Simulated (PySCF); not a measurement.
# WH₄: from structure and modes to constants

Level of theory: UBP86 in PySCF with W def2-TZVP with ECP60, H def2-TZVP; scalar-relativistic core potentials, no spin–orbit coupling; density-fitted integrals.

The triplet minimum has Td symmetry. Masses (u): W 183.95093, H 1.00782.

```xyz
5
charge 0 multiplicity 3, angstrom
W     0.0000    0.0000    0.0000
H     0.9884    0.9884    0.9884
H    -0.9884   -0.9884    0.9884
H     0.9884   -0.9884   -0.9884
H    -0.9884    0.9884   -0.9884
```

Harmonic wavenumbers (cm⁻¹): 571.7 (t2, ×3), 667.0 (e, ×2), 1937.1 (t2, ×3), 1972.9 (a1, ×1).

(1) Find the principal moments of inertia and the rotational constants. What kind of rotor is it?

(2) Find the vibrational entropy and heat capacity at 298.15 K.

## Answers

(1) About the centre of mass I = 7.877, 7.877, 7.877 u Å². With B = 16.8576/I this gives 2.14, 2.14, 2.14 cm⁻¹. The molecule is a spherical top.

(2) With u = 1.43878 ω/T, each mode gives S = R[u/(eᵘ−1) − ln(1−e⁻ᵘ)] and C = R u² eᵘ/(eᵘ−1)².
```csv
ω (cm⁻¹),u,S (J/(mol K)),C (J/(mol K))
571.7 (×3),2.759,2.10,4.57
667.0 (×2),3.219,1.45,3.74
1937.1 (×3),9.348,0.01,0.06
1972.9,9.521,0.01,0.06
```
The sums over all modes are S = 9.2 and C = 21.4 J/(mol K); the softest mode gives 23 % of the entropy (each member, where degenerate).

Only a few start shapes were tried, so a lower isomer may exist. Open d and f shells are described by one determinant, and the ground state may have another occupation or spin. Spin–orbit coupling, left out here, can matter for elements this heavy.
